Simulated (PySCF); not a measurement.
**Excitation energy of Sb⁺ by level of theory**

Sb⁺ [Kr] 4d10 5s2 5p2 (3P) → Sb⁺ [Kr] 4d10 5s1 5p2 6s1 (5P), as a difference of total energies. All numbers are calculated (PySCF 2.14, the spin-free X2C one-electron Hamiltonian (Gaussian nucleus), in aug-cc-pVTZ-DK3 (8s7p5d2f, 68 functions)). Correlated levels: valence: [Kr] 4d10 frozen. The calculations carry no spin-orbit coupling.

| method | excitation energy (eV) |
| --- | --- |
| UHF | 13.674 |
| LDA | 15.932 |
| PBE | 15.550 |
| PBE0 | 15.343 |
| B3LYP | 15.813 |
| wB97X | 16.206 |
| B2PLYP | 15.430 |
| MP2 (valence) | 14.517 |
| SCS-MP2 (valence) | 14.850 |

How much does correlation contribute at MP2 (valence)?

14.517 − (13.674) = 0.843 eV, measured against UHF.

A first-order spin-orbit estimate (lowest level to lowest level, LS coupling) adds 0.036 eV.

The promoted electron is Rydberg-like, and one or two diffuse shells describe it only roughly, which tends to raise the upper state.
